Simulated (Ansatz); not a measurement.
Reaction (hydrogenolysis of a C–Si bond): `BC([SiH3])[SiH2]F` + H₂ → `BC[SiH2]F` + SiH₄

Program: Ansatz. Geometries: PBE0-D4/def2-TZVP. ΔE: electronic, gas phase. CCSD(T)/CBS adds triple-zeta CCSD(T) − MP2 to the extrapolated MP2 energy (def2 sets, frozen cores). This one scheme is used for every species. Functionals use def2-TZVPP. HSE06 is defined as in plane-wave codes. Each species was taken in one conformer, which may not be the lowest.

`BC([SiH3])[SiH2]F`:

Cartesian coordinates in Å:
```
B -0.613 1.483 -0.595
C -0.619 0.115 0.103
Si 0.663 0.105 1.493
Si -0.017 -1.199 -1.068
F -0.757 -1.072 -2.484
H -1.577 2.192 -0.596
H 0.380 1.858 -1.153
H -1.584 -0.171 0.533
H 1.853 0.903 1.111
H 1.096 -1.294 1.769
H 0.060 0.665 2.729
H -0.323 -2.548 -0.535
H 1.438 -1.036 -1.308
```

H₂:

Cartesian coordinates in Å:
```
H -0.053 0.279 0.242
H 0.053 -0.279 -0.242
```

`BC[SiH2]F`:

Cartesian coordinates in Å:
```
B 0.411 -0.441 -1.465
C 0.444 -0.620 0.061
Si -0.564 0.699 0.924
F -0.460 0.438 2.501
H 1.215 0.253 -2.017
H -0.452 -0.951 -2.122
H 1.444 -0.502 0.494
H -0.012 -1.555 0.403
H -1.997 0.622 0.556
H -0.030 2.057 0.664
```

SiH₄:

Z-matrix (Å, degrees):
```
Si
H 1 1.485
H 1 1.485 2 109.5
H 1 1.485 2 109.5 3 -120.0
H 1 1.485 2 109.5 3 120.0
```

```
             level  ΔE (kcal/mol)
          HSE06-D4           -0.8
           ωB97M-V           -0.9
             HSE06           -2.8
SCS-MP2/def2-TZVPP           -1.7
```

**Question.** What does CCSD(T)/CBS give? (Best estimate.)

**Answer.** Ansatz gave: -0.5 kcal/mol. The listed levels differ from it by -0.3, -0.4, -2.3, -1.2 kcal/mol.

Largest T1 diagnostic among the species: 0.012.

Leaving LDA and LC-ωPBE aside and taking each functional with its dispersion term where it has one, the values, not all of them listed here, spread over 4.6 kcal/mol, from B2PLYP to revPBE-D4. LDA lies +2.7 kcal/mol from PBE without D4. In def2-TZVPP, CCSD(T) changes the Hartree–Fock value by +8.0 kcal/mol (the triples alone add +1.5 kcal/mol) and MP2 by +9.9 kcal/mol. The D4 term adds +3.8 kcal/mol with B3LYP and +2.1 kcal/mol with PBE0; it sums over pairs of atoms, weighted by their polarisabilities, and B3LYP, whose exchange is more repulsive, gets the larger term.

B3LYP here is the variant with VWN-RPA as its local correlation; programs differ in this.
